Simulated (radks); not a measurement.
The tin ion Sn7+, configuration [Kr] 4d7.

All-electron calculation, non-relativistic Kohn-Sham, LDA (Slater exchange, Perdew-Wang correlation), spin-unpolarised, spherical densities, point nucleus; relativity is left out, which matters for an element this heavy. Program: a radial shooting solver on a logarithmic mesh with Libxc functionals.

Energy parts (hartree):
| part | energy |
|---|---|
| total | -6005.77355 |
| kinetic | 6002.58303 |
| electron-nucleus | -14110.96029 |
| Hartree | 2254.46395 |
| exchange-correlation | -151.86024 |

Orbitals (lengths in bohr, moments of r in powers of bohr; <r^-3> diverges for s and p1/2; r(90%) holds 90 % of the orbital's charge):
| orbital | occ. | eigenvalue (hartree) | <r^-3> | <r> | r(90%) |
|---|---|---|---|---|---|
| 1s | 2 | -1030.924 | - | 0.03045 | 0.0541 |
| 2s | 2 | -155.6928 | - | 0.1315 | 0.202 |
| 2p | 6 | -145.9919 | 4053 | 0.1121 | 0.182 |
| 3s | 2 | -33.22225 | - | 0.3529 | 0.518 |
| 3p | 6 | -29.21683 | 738.7 | 0.3436 | 0.515 |
| 3d | 10 | -21.76786 | 118.0 | 0.3143 | 0.495 |
| 4s | 2 | -8.42145 | - | 0.8299 | 1.19 |
| 4p | 6 | -7.05317 | 144.0 | 0.8682 | 1.27 |
| 4d | 7 | -4.72789 | 17.88 | 0.9759 | 1.47 |

The highest occupied level is 4d at -128.65 eV. Virial ratio -V/T = 2.00053.
